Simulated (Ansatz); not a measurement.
C4H4ClF, SMILES FC1=C(Cl)CC1.

Geometry optimised at PBE0-D3(BJ)/def2-SVP.

Two levels are set side by side: PBE/def2-SVPD (Ansatz, a quantum-chemistry and plane-wave program) and PBE0/def2-SVPD (Ansatz). Energy differences of separate SCF runs at the same geometry; the states with an electron removed or added have multiplicity 2 and 2. Differences are taken from unrounded values.

| quantity | PBE0 |
|---|---|
| vertical ionisation energy (eV) | 9.16 |
| vertical singlet–triplet gap (eV) | 4.22 |

Question: What does PBE give, and how far is it from PBE0? (The exact figures need the calculation; the answer reports its results.)

Answer: 
```
quantity                            PBE  PBE minus PBE0
---------------------------------  ----  --------------
vertical ionisation energy (eV)    8.96           -0.20
vertical singlet–triplet gap (eV)  4.30            0.08
```
